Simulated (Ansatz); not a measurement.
`[AlH2][O]C[SiH2]S` and `[AlH2][O]C[SiH2][SiH3]` differ in one atom or group.

Ansatz, PBE0-D4/def2-TZVP geometries, multiplicity 1. Each molecule was computed in one conformer, which needn't be the lowest.

```json
{"property": "size of the dipole moment (ωB97M-V/def2-TZVPP) / D", "`[AlH2][O]C[SiH2]S`": "1.91"}
{"property": "LUMO energy (B3LYP/def2-TZVPP) / eV", "`[AlH2][O]C[SiH2]S`": "-1.42"}
{"property": "size of the dipole moment (B3LYP/def2-TZVPP) / D", "`[AlH2][O]C[SiH2]S`": "1.92"}
{"property": "LUMO energy (PBE0/def2-TZVPP) / eV", "`[AlH2][O]C[SiH2]S`": "-1.21"}
{"property": "HOMO–LUMO gap (B3LYP/def2-TZVPP) / eV", "`[AlH2][O]C[SiH2]S`": "5.56"}
{"property": "HOMO energy (ωB97M-V/def2-TZVPP) / eV", "`[AlH2][O]C[SiH2]S`": "-9.42"}
```

Task: What does the change do to each property? (An estimate is asked.)

Result: Computed: 
| property | `[AlH2][O]C[SiH2][SiH3]` | shift |
| --- | --- | --- |
| size of the dipole moment (ωB97M-V/def2-TZVPP) / D | 0.81 | -1.10 |
| LUMO energy (B3LYP/def2-TZVPP) / eV | -1.31 | 0.11 |
| size of the dipole moment (B3LYP/def2-TZVPP) / D | 0.81 | -1.11 |
| LUMO energy (PBE0/def2-TZVPP) / eV | -1.10 | 0.11 |
| HOMO–LUMO gap (B3LYP/def2-TZVPP) / eV | 6.01 | 0.45 |
| HOMO energy (ωB97M-V/def2-TZVPP) / eV | -9.72 | -0.30 |

With PBE0 the HOMO falls by 0.30 eV and the LUMO rises by 0.11 eV, so the gap widens by about 0.41 eV. PBE moves the HOMO by -0.27 eV and ωB97M-V by -0.30 eV. Dipoles are sizes alone; their direction can turn.

Positive LUMOs are unbound, so they and the gaps depend on the basis.

B3LYP here is the variant with VWN-RPA as its local correlation; programs differ in this.
